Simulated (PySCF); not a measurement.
Another site gives an ion 64903.08 eV lower (`O[SiH2]Br`) at the level CAM-B3LYP-D3(BJ)/def2-TZVPD (PySCF).

Excitations are Tamm–Dancoff values on a coarser integration grid.

Cartesian coordinates (Å):
```xyz
9

O      1.8442    -1.0579     0.1767
C      0.9947    -0.2340    -0.0234
O      1.2892     1.0073    -0.4698
Si    -0.8711    -0.5312     0.3002
O     -1.7810     0.6361    -0.3952
H      2.2536     1.0651    -0.5798
H     -1.2396    -1.8178    -0.3047
H     -1.0104    -0.5743     1.7694
H     -1.4728     1.5449    -0.3908
```
Charge 0, multiplicity 1.

What HOMO, brightest of the four lowest singlets (TDA), S1 oscillator strength, total energy and T1 excitation (TDA) does CAM-B3LYP-D3(BJ)/def2-TZVPD (PySCF 2.14.0) give?


```
Quantity                                            Value
-------------------------------------------  ------------
HOMO                                             -9.42 eV
brightest of the four lowest singlets (TDA)       7.26 eV
S1 oscillator strength                              0.005
total energy                                 -15123.62 eV
T1 excitation (TDA)                               4.40 eV
```
